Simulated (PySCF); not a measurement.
## Scandium: a sound run and one with changed settings

Sound run: Sc [Ar] 3d1 4s2, Sc⁺ [Ar] 3d1 4s1. Computed with PySCF 2.14 in jorge-DZP-DKH (8s6p2d1f, 43 functions), with scalar relativity by spin-free X2C-1e. The sound run starts from symmetry-adapted Hartree-Fock orbitals and uses a fine grid where one is needed.

A second run was set up differently.

```csv
species,method,sound run (hartree),changed run (hartree),converged
Sc,UHF,-763.26357,-763.26357,no
Sc,r2SCAN,-764.11989,-764.11989,no
Sc,LDA,-762.19400,-762.19398,no
Sc⁺,UHF,-763.06641,-763.02896,no
Sc⁺,r2SCAN,-763.89366,-763.89713,no
Sc⁺,LDA,-761.95010,-761.91923,no
```

(1) What was changed?
A. a valence shell is frozen
B. too few SCF iterations
C. radial grid too coarse
D. level shift left on

Answers

(1) B. It used initial guess 1e, at most 8 SCF cycles. The SCF was stopped early; the energies are upper bounds that still move, and correlated levels were skipped or rest on poor orbitals.
